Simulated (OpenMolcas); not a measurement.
# d9 ions of charge +2 down a group on the Zn site of KZnF3

| Item | Value |
| --- | --- |
| Program | OpenMolcas 26.06 |
| Method | SS-CASPT2, IPEA 0.25 Eh, imaginary shift 0.1 Eh |
| Spin-orbit coupling | RASSI with atomic mean-field integrals over the reference wave functions |

The d shell is active; CASPT2 correlates the ligand valence shells and the outer metal core. Each dopant is a cluster with its nearest anions in model potentials and point charges, with no relaxation. Distances were set from a Shannon-type radius of the metal (high-spin where two are listed) plus a fixed donor radius (F 1.31 Å), in hosts weighted 0.65 to 0.35 with the host's distance in the model lattice. Ligand basis ANO-RCC-VDZP, DKH2 Hamiltonian. States (labels of O, the rotations of Oh). Energies in cm-1 above the lowest state or level, χT in cm3 K/mol; 10Dq is the gap between the two states. Spin-only χT is S(S+1) / 2 for the spin of the ground state.

| Ion | Shell | R (Å) | Metal basis | Ground state | First state of that spin | 10Dq | First gap with spin-orbit (degeneracies) | χT at 300 K | Spin-only χT |
| --- | --- | --- | --- | --- | --- | --- | --- | --- | --- |
| Cu2+ | 3d9 | 2.035 | ANO-RCC-VTZP | 2E | 2T2 7190 | 7186 | 6510 (4, 2) | 0.578 | 0.375 |
| Ag2+ | 4d9 | 2.172 | ANO-RCC-VTZP | 2E | 2T2 13160 | 13165 | 11760 (4, 2) | 0.564 | 0.375 |

|10Dq| changes by a factor of 13165 / 7186 = 1.83 from Cu2+ to Ag2+.

χT departs most from the spin-only value for Cu2+, by +0.203 cm3 K/mol.

Roots that are degenerate in the reference are averaged as groups; the widest CASPT2 spread within a group is 77 cm-1 (the 3-fold group of multiplicity 2 near 13200 cm-1 above the lowest state of its run, Ag2+). Shifts and gaps below about the spread of the groups concerned are not significant. Over all roots computed the reference weight is 0.73 in Cu2+, 0.73 to 0.74 in Ag2+; a low but even weight reflects the number of correlated electrons. An orbital doublet at a regular site is open to a Jahn-Teller distortion, which this geometry leaves out. Ligand-to-metal charge-transfer states are missing. Free-ion shares, where given, are those of the reference states; single-state CASPT2 does not remix them. A single d shell leaves out the double-shell effect, which counts most for late 3d ions, where the CASPT2 field can be off either way by tens of per cent (holds for Cu2+). With one d shell and no ligand orbital active, 10Dq can be off by tens of per cent for divalent 3d ions, low with halides held by bare charges and at times high in hosts, and the orbital part of g and χT goes as 1/10Dq (holds for Cu2+). With one d shell and no ligand orbital active, 10Dq can be off by a tenth or more (holds for Ag2+). No measured value stands beside these numbers; the geometry was set by hand and not optimised.
